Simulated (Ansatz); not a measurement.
`C#[C][Ga]([F])[Cl]` + `CCO` → `CC[O][Ga]([F])[Cl]` + `C#C` at 400 K and 1 bar (ligand exchange at a Ga–C bond).

Isolated molecules relaxed with PBE0-D4/def2-TZVP in Ansatz; ΔE leaves out vibrations. CBS: MP2 limit from def2 TZ/QZ plus the TZ coupled-cluster correction, frozen cores. This one scheme is used for every species. For Ga outer-core shells are correlated without core-valence functions, which leaves a few kJ/mol of doubt a bond. Scalar relativity is left out up to krypton. One conformer a species, not always the lowest.

```json
{"species": "`C#[C][Ga]([F])[Cl]`", "CCSD(T)/CBS energy (Eh)": "-2560.25724", "H − E (kJ/mol)": "87.6", "S (J/(mol·K))": "377.6"}
{"species": "`CCO`", "CCSD(T)/CBS energy (Eh)": "-154.88256", "H − E (kJ/mol)": "231.6", "S (J/(mol·K))": "290.7"}
{"species": "`CC[O][Ga]([F])[Cl]`", "CCSD(T)/CBS energy (Eh)": "-2637.91891", "H − E (kJ/mol)": "231.4", "S (J/(mol·K))": "433.5"}
{"species": "`C#C`", "CCSD(T)/CBS energy (Eh)": "-77.22717", "H − E (kJ/mol)": "85.5", "S (J/(mol·K))": "213.8"}
```

H − E and S are ideal-gas, rigid-rotor, harmonic terms from PBE0-D4/def2-TZVP, for one conformer and one mirror image of each species. 1 Eh = 2625.50 kJ/mol, R = 8.31446 J/(mol·K).

Question: By hand: ΔE, ΔH, ΔS and ΔG.

Answer: ΔE = (-2637.91891) + (-77.22717) − (-2560.25724) − (-154.88256) = -0.00628 Eh = -16.5 kJ/mol. Δ(H − E) = 231.4 + 85.5 − 87.6 − 231.6 = -2.3, so ΔH = -18.8 kJ/mol. ΔS = 433.5 + 213.8 − 377.6 − 290.7 = -21.0 J/(mol·K). ΔG = -18.8 − 400 × (-21.0)/1000 = -10.4 kJ/mol.

Question: By hand: the equilibrium constant, and the temperature at which ΔG would vanish if ΔH and ΔS stayed fixed.

Answer: log₁₀ K = −ΔG/(RT ln 10) = 1.4. ΔG = 0 at ΔH/ΔS = 895 K.

TΔS isn't small against ΔH here. A doubt of 5 kJ/mol in ΔE shifts log₁₀ K by 0.7 here. Other conformers and mirror images would add mixing entropy, several J/(mol·K) or more a flexible species. Modes under 60 cm⁻¹, often nearly free rotors, make the harmonic entropy too high. These are equilibria of isolated gas molecules and say nothing of rates. Largest T1 diagnostic: 0.014 (customary marks: 0.02 for closed shells, 0.045 for open ones).
